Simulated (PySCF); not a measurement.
Bonding in `CC(C)S[C@@H]1C[Si@H]1S`

C5H12S2Si.
Numbering: `[CH3:1][CH:2]([CH3:3])[S:4][C@@H:5]1[CH2:6][Si@H:7]1[SH:8]` (hydrogens: H9, H10, H11 on C1; H12 on C2; H13, H14, H15 on C3; H16 on C5; H17, H18 on C6; H19 on Si7; H20 on S8)

Structure used (GFN2-xTB), in Å, numbered top down from 1:
```xyz
20
C5H12S2Si angstrom
C     -2.0509   -0.8264   -0.9490
C     -1.4621    0.3251   -0.1523
C     -2.3630    1.5481   -0.1654
S      0.1857    0.7965   -0.8482
C      1.2226   -0.3933    0.0021
C      1.5071   -0.1120    1.4885
Si     3.0069    0.0910    0.3746
S      4.4349   -1.5063    0.3859
H     -2.2447   -0.5105   -1.9719
H     -1.3665   -1.6721   -0.9745
H     -2.9864   -1.1544   -0.4991
H     -1.2591    0.0173    0.8771
H     -1.9100    2.3645    0.3925
H     -2.5292    1.8815   -1.1875
H     -3.3246    1.3076    0.2846
H      0.9514   -1.4109   -0.2551
H      1.4067   -0.9578    2.1569
H      1.0302    0.7737    1.8851
H      3.5396    1.3794    0.0012
H      4.2063   -1.9300   -0.8487
```

Bond orders from the PBE0/pcSseg-1 density (PySCF). One conformer (not necessarily the lowest) at the GFN2-xTB geometry, without solvent, vibrations or thermal averaging.

Problem. How far do the computed orders between heavy atoms stray from the drawn ones?

Solution. The largest departure is 0.152, at C5–C6 (drawn single, 0.848). Drawn single, order below 0.88: C5–C6 (0.848) and Si7–C5 (0.879).

Problem. Give the Mayer order of every bond between heavy atoms, beside its length.

Solution. 
| bond | drawn as | length (Å) | Mayer order |
| --- | --- | --- | --- |
| C1–C2 | single | 1.519 | 1.002 |
| C2–C3 | single | 1.519 | 1.025 |
| C2–S4 | single | 1.850 | 0.964 |
| S4–C5 | single | 1.793 | 1.023 |
| C5–C6 | single | 1.539 | 0.848 |
| C6–Si7 | single | 1.879 | 0.960 |
| Si7–S8 | single | 2.143 | 1.088 |
| Si7–C5 | single | 1.886 | 0.879 |

By pair of heavy elements: C–C: lowest C5–C6 (0.848, 1.539 Å), highest C2–C3 (1.025, 1.519 Å). C–S: lowest C2–S4 (0.964, 1.850 Å), highest S4–C5 (1.023, 1.793 Å). C–Si: lowest Si7–C5 (0.879, 1.886 Å), highest C6–Si7 (0.960, 1.879 Å).

Problem. And the bonds to hydrogen?

Solution. C–H: 0.92 to 0.96 (10 bonds); H–Si: 0.90 (1 bond); H–S: 0.93 (1 bond).

Problem. Sum the orders of all bonds at each heavy atom with more than one neighbour and set the sums beside the valence in the SMILES.

Solution. C1 3.885 (drawn 4), C2 3.916 (drawn 4), C3 3.909 (drawn 4), S4 1.987 (drawn 2), C5 3.666 (drawn 4), C6 3.689 (drawn 4), Si7 3.831 (drawn 4), S8 2.015 (drawn 2). Orders between atoms that aren't bonded are not in these sums.

Mayer orders depend on the basis set.
